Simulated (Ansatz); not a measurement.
# An input for SbHCl (SMILES [Cl][SbH])

The species is SbHCl (3 atoms), meant as a doublet with charge 0. As SMILES, `[Cl][SbH]`. The shape is that of a PBE0-D4/def2-TZVP optimisation.

```xyz
3

Cl    1.4336    0.3559    0.8150
Sb   -0.6275    0.6308   -0.2723
H    -0.8170   -1.0515   -0.5560
```

Settings wanted:

- basis set: STO-3G
- task: energy
- method: DFT
- functional: wB97X
- reference: UKS
- accuracy: high

Write the Ansatz 0.2.0 input and the command.

This one ran through:

job.yaml:
```yaml
crystal:
  periodic: [false, false, false]
  atoms:
    - {symbol: Cl, position_ang: [1.433600, 0.355900, 0.815000]}
    - {symbol: Sb, position_ang: [-0.627500, 0.630800, -0.272300]}
    - {symbol: H, position_ang: [-0.817000, -1.051500, -0.556000]}
basis:
  gaussian: {orbitals: STO-3G}
total_charge: 0
magnetization: {spin_polarized: true, initial_magnetization: 1}
hamiltonian: {xc: {name: wB97X}}
accuracy: high
```

```bash
$ ansatz run job.yaml --threads 1 --pin off --max-ram 2610MiB --events-out events.jsonl --progress --plain --runs-dir runs
```

Calculated total energy: -6709.40417 Eh. The run is non-relativistic.
